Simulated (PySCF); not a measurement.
**Polarisability and C₆ of Al⁺ (aluminium, charge +1)**

[Ne] 3s2, closed-shell 1S. Calculation: PySCF 2.14, in aug-cc-pV(5+d)Z (8s7p6d4f3g2h, 136 functions); the non-relativistic Hamiltonian (point nucleus). Coupled (time-dependent) response in atomic units; α is the mean over directions.

| method | mean α (bohr³) | C₆ (like pair) | S(−4) |
| --- | --- | --- | --- |
| wB97M-V | 23.36 | 114.9 | 308.7 |

S(−4) is the Cauchy moment in α(ω) = α(0) + S(−4) ω² + …

α(iu) at wB97M-V:

| u (hartree) | α(iu) (bohr³) |
| --- | --- |
| 0 | 23.36 |
| 0.0500 | 22.62 |
| 0.100 | 20.64 |
| 0.200 | 15.33 |
| 0.300 | 10.78 |
| 0.500 | 5.637 |
| 0.750 | 3.027 |
| 1.00 | 1.912 |
| 1.50 | 1.019 |
| 2.00 | 0.6713 |
| 3.00 | 0.3880 |
| 5.00 | 0.1971 |

A single London oscillator, α(iu) = α/(1 + u²/ω²), gives C₆ = (3/4) ω α². Matching the computed C₆ needs ω = 4 × 114.9 / (3 × 23.36²) = 0.281 hartree.

For an ion, C₆ is the dispersion term alone; charge-induced terms of lower order in 1/R come first.
